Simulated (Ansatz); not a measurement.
Species: H4Ge, SMILES `[GeH4]` with one electron removed (charge 1, multiplicity 2), formula H$_{4}$Ge.

Task: How many basis functions does frozen-core CCSD(T)/cc-pVQZ // PBE0-D3(BJ)/def2-TZVP (Ansatz, a first-principles code) use, how many core orbitals are frozen, and how many electrons are correlated?

Result: 188 basis functions and 9 frozen orbitals, which leaves 17 correlated electrons (filled d shells below the valence shell are correlated). Core time is of the order of minutes.
